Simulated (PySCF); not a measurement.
A side-by-side comparison of computed properties.

First species: H7PSi2.
SMILES: `[SiH3]P[SiH3]`

Second species: C5H6ClNSi.
Structure used (GFN2-xTB), in Å, numbered top down from 1:
```xyz
14
C5H6ClNSi angstrom
C      1.8737    1.0053   -0.3466
Si     0.7149   -0.4552   -0.0119
Cl     1.7337   -2.0945    0.5849
C     -0.7437   -0.7593   -1.2489
C     -1.6902   -0.3570   -0.1564
C     -0.9224   -0.0835    0.9131
C     -1.2901    0.3405    2.1881
N     -1.5409    0.6971    3.2521
H      1.3219    1.8830   -0.6672
H      2.5931    0.7586   -1.1216
H      2.4294    1.2692    0.5482
H     -0.8118   -0.1164   -2.1256
H     -0.9046   -1.7820   -1.5882
H     -2.7636   -0.3063   -0.2420
```

Levels: B3LYP/def2-SVPD for dipole moment, HOMO energy, LUMO energy, HOMO–LUMO gap, static isotropic polarisability and electronic spatial extent ⟨r²⟩ about the centre of nuclear charge; TDDFT B3LYP/def2-SVPD for lowest singlet excitation; TDA B3LYP/def2-SVPD for lowest triplet excitation (Tamm–Dancoff); GFN2-xTB for rotational constant A and rotational constant C. Geometries: GFN2-xTB. Each species is one conformer at its optimised geometry, gas phase, non-relativistic unless stated. Electronic properties by PySCF.

Values for the first species:

| Item | Value |
| --- | --- |
| Dipole moment | 0.67 D |
| HOMO energy | -7.02 eV |
| LUMO energy | -0.18 eV |
| HOMO–LUMO gap | 6.84 eV |
| Lowest singlet excitation | 5.85 eV |
| Lowest triplet excitation (Tamm–Dancoff) | 5.37 eV |
| Static isotropic polarisability | 85.5 au |
| Electronic spatial extent ⟨r²⟩ about the centre of nuclear charge | 632 bohr² |
| Rotational constant A | 9.238 GHz |
| Rotational constant C | 2.051 GHz |

(1) Estimate the same properties for the second species, and the change in each.

## Answers

(1) 
| property | first | second | second less first |
| --- | --- | --- | --- |
| dipole moment | 0.67 D | 4.98 D | +4.31 D |
| HOMO energy | -7.02 eV | -7.81 eV | -0.79 eV |
| LUMO energy | -0.18 eV | -1.84 eV | -1.66 eV |
| HOMO–LUMO gap | 6.84 eV | 5.97 eV | -0.87 eV |
| lowest singlet excitation | 5.85 eV | 5.24 eV | -0.61 eV |
| lowest triplet excitation (Tamm–Dancoff) | 5.37 eV | 3.64 eV | -1.73 eV |
| static isotropic polarisability | 85.5 au | 100.7 au | +15.2 au |
| electronic spatial extent ⟨r²⟩ about the centre of nuclear charge | 632 bohr² | 1406 bohr² | +774 bohr² |
| rotational constant A | 9.238 GHz | 1.867 GHz | -7.371 GHz |
| rotational constant C | 2.051 GHz | 0.917 GHz | -1.134 GHz |

On the first: S1 lies 0.99 eV below the HOMO–LUMO gap; its leading configuration is HOMO→LUMO+1, weight 0.88. The 8 singlets span 5.85 to 7.43 eV, and their oscillator strengths add up to 0.23.

On the second: In wavenumbers S1 is 42300 cm⁻¹ (1 eV = 8065.54 cm⁻¹). The dipole equals about 16.6 × 10⁻³⁰ C·m (1 D = 3.33564 × 10⁻³⁰ C·m).
